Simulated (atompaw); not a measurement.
# Ranking PAW (atompaw) potentials for Gd

All share these settings but for the change named:

- Element: Gd
- Generator: atompaw 4.2.0.5
- Type: PAW
- Functional: PBE
- Relativity: scalar-relativistic
- Frozen core: [Kr] 4d10
- Valence charge: 18
- Reference configuration: 4f7 5s2 5p6 5d1 6s2 6p0
- Partial waves: 5s (bound); 6s (bound); 5p (bound); 6p (bound, empty); 5d (bound); 5d channel at 1.2 Ry; 4f (bound); 4f channel at -0.1 Ry
- Local potential: troulliermartins scheme with l = 4 at 1 Ry, radius 2.20 bohr
- Core correction: smooth core density matched at 1.85 bohr
- Augmentation charge: sinc compensation charge, radius 1.95 bohr; PAW radius 2.60 bohr; waves and projectors: bloechl

Cutoff: the first of the cutoffs (Ry, on a coarse ladder) from which the occupation-weighted sum of valence levels, in a spherical-Bessel basis at the reference potential, stays within 10 and 1 mRy of its value at 400 Ry; the density cutoff is not measured.

The base gives 45 Ry.

Of 7 variants that were run, those that failed, showed a ghost or another fault, or gave nearly equal values are left out.

A variant can come out equal or close to the base.

(1) Rank these variants from softest to hardest (loose cutoff).
A. all radii scaled by about 1.29 (s 3.10, p 2.70, d 3.34, f 0.96 bohr); local potential troulliermartins scheme with l = 4 at 1 Ry, radius 2.84 bohr; augmentation sinc compensation charge, radius 2.52 bohr; PAW radius 3.34 bohr; waves and projectors: bloechl; core correction smooth core density matched at 2.38 bohr
B. all radii scaled by about 1.09 (s 2.60, p 2.28, d 2.82, f 0.82 bohr); local potential troulliermartins scheme with l = 4 at 1 Ry, radius 2.40 bohr; augmentation sinc compensation charge, radius 2.12 bohr; PAW radius 2.82 bohr; waves and projectors: bloechl; core correction smooth core density matched at 2.02 bohr
C. all radii scaled by about 0.76 (s 1.84, p 1.60, d 1.98, f 0.58 bohr); local potential troulliermartins scheme with l = 4 at 1 Ry, radius 1.68 bohr; augmentation sinc compensation charge, radius 1.50 bohr; PAW radius 1.98 bohr; waves and projectors: bloechl; core correction smooth core density matched at 1.42 bohr
D. all radii scaled by about 1.23 (s 2.96, p 2.58, d 3.20, f 0.92 bohr); local potential troulliermartins scheme with l = 4 at 1 Ry, radius 2.70 bohr; augmentation sinc compensation charge, radius 2.40 bohr; PAW radius 3.20 bohr; waves and projectors: bloechl; core correction smooth core density matched at 2.28 bohr
E. all radii scaled by about 1.15 (s 2.78, p 2.42, d 3.00, f 0.86 bohr); local potential troulliermartins scheme with l = 4 at 1 Ry, radius 2.54 bohr; augmentation sinc compensation charge, radius 2.26 bohr; PAW radius 3.00 bohr; waves and projectors: bloechl; core correction smooth core density matched at 2.14 bohr

## Answers

(1) A (25 Ry), D (30 Ry), E (35 Ry), B (40 Ry), C (80 Ry).
